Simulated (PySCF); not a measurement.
# [Mo(=O)2(OH)2] (charge 0, multiplicity 1)

Level of theory: TPSSh-D3(BJ)/def2-TZVP // BP86-D3(BJ)/def2-SVP in PySCF.

```yaml
HOMO: -8.12 eV
dipole_moment: 1.41 D
HOMO–LUMO gap: 5.13 eV
LUMO: -2.99 eV
charge on the central atom (Mulliken): 1.84 e
total_energy: -370.6090 Ha
cost: roughly 3 core-minutes
```

```xyz
7

Mo     0.1312     0.1012    -0.3326
O     -1.4910    -0.2194     0.0707
O      1.0441    -0.4200     1.0057
O      0.3942     1.9369    -0.6398
H      0.2504     2.6801    -0.0241
O      0.6288    -0.8384    -1.8831
H      0.5738    -1.7985    -2.0486
```
